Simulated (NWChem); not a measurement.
System: hydrogen telluride (H$_{2}$Te); SMILES [TeH2]

All runs: NWChem. The geometry was optimised at PBE0-D3(BJ)/def2-TZVP. def2 effective core potentials on Te; no spin-orbit coupling. Level PBE0/def2-SVP: single points from the atomic guess with DIIS by default; each run changes one setting, and all converged runs end within 0.3 mHa of each other.

### Question
Which setting needs the most SCF iterations, or fails (level shift of 0.5 Ha throughout; defaults; DIIS on 20 Fock matrices; occupation smearing of 0.005 Ha; no level shifting)?

### Answer
level shift of 0.5 Ha throughout, with 11 against 6 for the defaults.
| setting | SCF iterations |
|---|---|
| defaults | 6 |
| level shift of 0.5 Ha throughout | 11 |
| no level shifting | 6 |
| occupation smearing of 0.005 Ha | 6 |
| DIIS on 20 Fock matrices | 6 |
